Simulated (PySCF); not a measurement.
C6H8, SMILES C#C[C@@H]1C[C@@H]1C.

Geometry optimised at B3LYP-D3(BJ)/def2-SVP. The structure was generated by enumeration; whether it is a known compound was not checked.

Method: SMD-M06-2X/def2-SVP (PySCF).

Solvation free energies are E(SMD) − E(gas) at the gas-phase geometry, for 1 M in both phases. In vacuum the dipole moment is 0.90 D.

| solvent | ΔG(solv) (kcal/mol) | its non-electrostatic (CDS) part | dipole (D) |
|---|---|---|---|
| water | ? | ? | ? |
| dimethylsulfoxide | -3.8 | 1.1 | 1.30 |
| cyclohexanone | -4.7 | -0.2 | 1.27 |

Problem. Fill in the missing entries. (Estimate from the structure and the level; the computed values follow.)

Solution. 
- water, ΔG(solv) (kcal/mol): -0.8
- water, its non-electrostatic (CDS) part: 4.2
- water, dipole (D): 1.31
